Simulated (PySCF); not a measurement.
# Dipole moment and polarisability of `C=C/C=C/Br`

Compound: C4H5Br.
Geometry (PBE0-D3(BJ)/def2-SVP, Å), atoms numbered from 1 in this order:
```
atom  x, y, z in Å
C1    -1.815   -1.025    0.162
C2    -0.620   -0.651   -0.316
C3     0.123    0.496    0.176
C4     1.316    0.853   -0.317
Br5    2.289    2.325    0.304
H6    -2.342   -1.895   -0.236
H7    -2.303   -0.471    0.969
H8    -0.157   -1.228   -1.125
H9    -0.325    1.083    0.985
H10    1.816    0.309   -1.123
```

Level: B3LYP/def2-SVPD (PySCF), static field, nuclei fixed, core orbitals frozen in the response. The polarisability tensor in these axes (au):

```
x   105.39  37.26  -5.61
y    37.26  82.81   4.18
z    -5.61   4.18  56.43
```

Problem. Give the principal values, the mean and the anisotropy Δα = √{½[(α1 − α2)² + (α2 − α3)² + (α1 − α3)²]}.

Solution. Principal values 49.05, 62.50 and 133.09 au; mean 81.54 au = 12.08 Å³ = 13.44 × 10⁻⁴⁰ C²·m²/J; Δα = 78.19 au (96 % of the mean).

Problem. What is the dipole moment, and where does it point?

Solution. (-0.85, -1.07, -0.35) D, 1.41 D in size, pointing from the negative to the positive side. Measured along this direction, the outermost atoms are Br5 at the negative end and H6 at the positive end.

Problem. Orientational against electronic polarisability at 500 K (dilute gas, rigid molecules)?

Solution. In Gaussian units μ²/3kT = 9.66 Å³ against 12.08 Å³, a ratio of 0.80; the Debye molar polarisation (4π/3)N_A(α + μ²/3kT) is 54.9 cm³/mol, leaving out the vibrational part.

Problem. What depolarisation ratio follows for Rayleigh scattering of linearly polarised light, taking the static tensor?

Solution. ρ = 3Δα²/(45ᾱ² + 4Δα²) = 18340.3/(299224 + 24453.7) = 0.0567.

Problem. Refractivity n − 1 of an ideal gas of it at 500 K and 1 atm, from the electronic α?

Solution. N = p/kT = 1.4678 × 10¹⁹ cm⁻³, so n − 1 = 2π × N × 12.08 × 10⁻²⁴ cm³ = 1114 × 10⁻⁶ at long wavelengths, for an ideal gas.

Problem. Form Σ f/ω² (atomic units) for the 10 lowest TDDFT singlets, given as eV and f, and set it beside the mean polarisability, which is this sum over all singlets: 5.16, 0.6870; 5.31, 0.0006; 5.65, 0.0000; 6.32, 0.0045; 6.37, 0.0292; 6.45, 0.0157; 6.67, 0.0000; 6.71, 0.0020; 6.89, 0.1075; 7.23, 0.0005.

Solution. They add up to 21.73 au, 26.6 % of the 81.54 au; the largest single term is 19.10 au, from the state at 5.16 eV. Terms in order: 19.10, 0.02, 0.00, 0.08, 0.53, 0.28, 0.00, 0.03, 1.68, 0.01 au. Higher excitations give the rest. The strengths listed sum to 0.847.

Geometry: PBE0-D3(BJ)/def2-SVP, one conformer, isolated molecule. The calculation is non-relativistic, for bromine too.
